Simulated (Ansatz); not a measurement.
C$_{2}$HF$_{5}$, triplet, at the geometry of the source list (a higher spin typed on purpose: for a closed-shell molecule this is an excited state). Base run: HF/def2-SVP (Ansatz, a quantum-chemistry and plane-wave program).

Geometry (Å):
```xyz
8

F      1.1022    -1.1993     0.6748
C      0.7799    -0.1210    -0.0547
F      1.4189     0.9370     0.4661
C     -0.7482     0.1114     0.0047
F     -1.1928     0.2979     1.2388
F     -1.0775     1.1814    -0.7206
F     -1.3914    -0.9359    -0.5137
H      1.1088    -0.2715    -1.0955
```
Charge 0, spin multiplicity 3.
Orbitals are unrestricted.
All else is at Ansatz's defaults.
Base energy -572.64119 Eh.

Variants of this job, named by their change:

```
change                                                           ΔE vs base (mEh)               outcome
---------------------------------------------------------------  ----------------  --------------------
base                                                                        0.000             converged
point_charge = charge:0.5 position_ang:2.2119, 3.8685, -1.682              -1.180             converged
fitting.mean_field = cc-pVTZ-JKFIT                                          0.171             converged
nuclear_model = gaussian                                                    0.113             converged
lower_state_search = off                                                   26.525  another SCF solution
lower_state_search = full                                                   0.000             converged
lower_state_search = light                                                  0.000             converged
forces = on                                                                 0.000             converged
accuracy = high                                                            -0.014             converged
fitting.mean_field = def2-universal-JKFIT                                   0.545             converged
point_charge = charge:1.0 position_ang:2.2542, -3.4777, -2.3477           -16.432             converged
```

A guess, shift, damping, solver or small numerical setting can't move a converged solution much, so rows marked as another SCF solution ended in a different state.
